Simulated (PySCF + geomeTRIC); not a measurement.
Level of theory: TPSS-D3(BJ)/def2-SVP (PySCF + geomeTRIC). fastk is a local helper that only speeds up exchange builds. No frequencies were computed at this level.

```python
import json, numpy as np
from pyscf import gto, dft
from fastk import lowrank_exchange
atoms = """
Nb    -0.218901     0.011547    -0.005292
O      1.025058     0.781413     0.856706
O     -1.625873     1.162636    -0.032242
H     -2.084163     1.983037     0.170267
O     -0.601090    -1.524153     0.889936
H     -0.498697    -2.171995     1.592567
O      0.431013    -0.313739    -1.673826
H      1.108012    -0.293465    -2.356269
"""
def scf(charge, spin, dm0=None):
    mol = gto.M(atom=atoms, basis='def2-svp', ecp={'Nb': 'def2-svp'}, charge=charge, spin=spin, verbose=3, max_memory=15120)
    mf = dft.KS(mol, xc='tpss').density_fit(auxbasis="def2-universal-jkfit")
    mf.disp = 'd3bj'
    mf.grids.level = 3
    mf.conv_tol = 1e-8
    mf.max_cycle = 120
    mf.level_shift = 0.25
    mf.kernel(dm0)
    if not mf.converged:
        mf = mf.newton().run(mf.mo_coeff, mf.mo_occ).undo_soscf()
    return mf
mf = scf(0, 0)
from pyscf.geomopt.geometric_solver import kernel as optimize
path = []
done, mol = optimize(mf, maxsteps=120, assert_convergence=False, callback=lambda env: path.append((env["energy"], bool(env["g_scanner"].converged))))
res = dict(converged=bool(done and path[-1][1]), energy=path[-1][0], path=[e for e, c in path], xyz=mol.atom_coords(unit="Angstrom").tolist(), nao=mol.nao)
json.dump(res, open("result.json", "w"))
```

Output:

```
converged SCF energy = -359.702574525835
Geometry optimization cycle 1
converged SCF energy = -359.702574510508
cycle 1: E = -359.702574511  dE = -359.703  norm(grad) = 0.102786
Geometry optimization cycle 2
converged SCF energy = -359.711172928759
cycle 2: E = -359.711172929  dE = -0.00859842  norm(grad) = 0.0569423
Geometry optimization cycle 3
converged SCF energy = -359.716190872773
cycle 3: E = -359.716190873  dE = -0.00501794  norm(grad) = 0.01385
Geometry optimization cycle 4
converged SCF energy = -359.717182106773
cycle 4: E = -359.717182107  dE = -0.000991234  norm(grad) = 0.0139485
Geometry optimization cycle 5
converged SCF energy = -359.718290275215
cycle 5: E = -359.718290275  dE = -0.00110817  norm(grad) = 0.0179249
Geometry optimization cycle 6
converged SCF energy = -359.719647513631
cycle 6: E = -359.719647514  dE = -0.00135724  norm(grad) = 0.0167277
Geometry optimization cycle 7
converged SCF energy = -359.720166602699
cycle 7: E = -359.720166603  dE = -0.000519089  norm(grad) = 0.00802232
Geometry optimization cycle 8
converged SCF energy = -359.720352051819
cycle 8: E = -359.720352052  dE = -0.000185449  norm(grad) = 0.00141201
Geometry optimization cycle 9
converged SCF energy = -359.720357156704
cycle 9: E = -359.720357157  dE = -5.10489e-06  norm(grad) = 0.000869902
Geometry optimization cycle 10
converged SCF energy = -359.720351596018
cycle 10: E = -359.720351596  dE = 5.56069e-06  norm(grad) = 0.000817204
Geometry optimization cycle 11
converged SCF energy = -359.720344984326
cycle 11: E = -359.720344984  dE = 6.61169e-06  norm(grad) = 0.00125831
Geometry optimization cycle 12
converged SCF energy = -359.720349943993
cycle 12: E = -359.720349944  dE = -4.95967e-06  norm(grad) = 0.00110156
Geometry optimization cycle 13
converged SCF energy = -359.720355900142
cycle 13: E = -359.7203559  dE = -5.95615e-06  norm(grad) = 0.00068699
Geometry optimization cycle 14
converged SCF energy = -359.720360468233
cycle 14: E = -359.720360468  dE = -4.56809e-06  norm(grad) = 0.000364949
Geometry optimization cycle 15
converged SCF energy = -359.720363377298
cycle 15: E = -359.720363377  dE = -2.90906e-06  norm(grad) = 0.000291689
Geometry optimization cycle 16
converged SCF energy = -359.720364617981
cycle 16: E = -359.720364618  dE = -1.24068e-06  norm(grad) = 0.000309835
Geometry optimization cycle 17
converged SCF energy = -359.720365448826
cycle 17: E = -359.720365449  dE = -8.30844e-07  norm(grad) = 0.000300293
<class 'geometric.internal.Distance'> : 7
<class 'geometric.internal.Angle'> : 9
<class 'geometric.internal.Dihedral'> : 9
<class 'geometric.internal.TranslationX'> : 1
<class 'geometric.internal.TranslationY'> : 1
<class 'geometric.internal.TranslationZ'> : 1
<class 'geometric.internal.RotationA'> : 1
<class 'geometric.internal.RotationB'> : 1
<class 'geometric.internal.RotationC'> : 1
Step    0 : Gradient = 3.634e-02/5.401e-02 (rms/max) Energy = -359.7025745105
Step    1 : Displace = 1.050e-01/1.152e-01 (rms/max) Trust = 1.000e-01 (=) Grad = 2.013e-02/2.961e-02 (rms/max) E (change) = -359.7111729288 (-8.598e-03) Quality = 0.388
Step    2 : Displace = 3.876e-02/4.624e-02 (rms/max) Trust = 1.000e-01 (=) Grad = 4.897e-03/7.291e-03 (rms/max) E (change) = -359.7161908728 (-5.018e-03) Quality = 1.260
Step    3 : Displace = 2.598e-02/3.422e-02 (rms/max) Trust = 1.414e-01 (+) Grad = 4.932e-03/7.091e-03 (rms/max) E (change) = -359.7171821068 (-9.912e-04) Quality = 1.360
Step    4 : Displace = 3.889e-02/5.300e-02 (rms/max) Trust = 2.000e-01 (+) Grad = 6.337e-03/9.487e-03 (rms/max) E (change) = -359.7182902752 (-1.108e-03) Quality = 1.585
Step    5 : Displace = 9.874e-02/1.392e-01 (rms/max) Trust = 2.828e-01 (+) Grad = 5.914e-03/9.381e-03 (rms/max) E (change) = -359.7196475136 (-1.357e-03) Quality = 0.942
Step    6 : Displace = 1.464e-02/1.679e-02 (rms/max) Trust = 3.000e-01 (+) Grad = 2.836e-03/4.571e-03 (rms/max) E (change) = -359.7201666027 (-5.191e-04) Quality = 1.440
Step    7 : Displace = 2.320e-02/2.606e-02 (rms/max) Trust = 3.000e-01 (=) Grad = 4.992e-04/9.435e-04 (rms/max) E (change) = -359.7203520518 (-1.854e-04) Quality = 0.911
Step    8 : Displace = 2.884e-03/4.228e-03 (rms/max) Trust = 3.000e-01 (=) Grad = 3.076e-04/4.153e-04 (rms/max) E (change) = -359.7203571567 (-5.105e-06) Quality = 0.567
Step    9 : Displace = 5.204e-03/8.205e-03 (rms/max) Trust = 3.000e-01 (=) Grad = 2.889e-04/4.996e-04 (rms/max) E (change) = -359.7203515960 (+5.561e-06) Quality = -0.380
Step   10 : Displace = 2.570e-03/4.056e-03 (rms/max) Trust = 2.602e-03 (-) Grad = 4.449e-04/8.528e-04 (rms/max) E (change) = -359.7203449843 (+6.612e-06) Quality = -0.407
Step   11 : Displace = 1.233e-03/1.915e-03 (rms/max) Trust = 1.285e-03 (-) Grad = 3.895e-04/7.770e-04 (rms/max) E (change) = -359.7203499440 (-4.960e-06) Quality = 0.822
Step   12 : Displace = 1.714e-03/2.782e-03 (rms/max) Trust = 1.817e-03 (+) Grad = 2.429e-04/4.987e-04 (rms/max) E (change) = -359.7203559001 (-5.956e-06) Quality = 0.730
Step   13 : Displace = 1.967e-03/3.066e-03 (rms/max) Trust = 1.817e-03 (=) Grad = 1.290e-04/2.179e-04 (rms/max) E (change) = -359.7203604682 (-4.568e-06) Quality = 0.398
Step   14 : Displace = 1.834e-03/2.686e-03 (rms/max) Trust = 1.817e-03 (=) Grad = 1.031e-04/1.837e-04 (rms/max) E (change) = -359.7203633773 (-2.909e-06) Quality = 0.114
Step   15 : Displace = 8.949e-04/1.308e-03 (rms/max) Trust = 9.086e-04 (-) Grad = 1.095e-04/1.944e-04 (rms/max) E (change) = -359.7203646180 (-1.241e-06) Quality = 0.058
Step   16 : Displace = 4.457e-04/6.664e-04 (rms/max) Trust = 4.475e-04 (-) Grad = 1.062e-04/1.818e-04 (rms/max) E (change) = -359.7203654488 (-8.308e-07) Quality = 0.041
Converged! =D
```

Cost: around 6 core-minutes (rough).
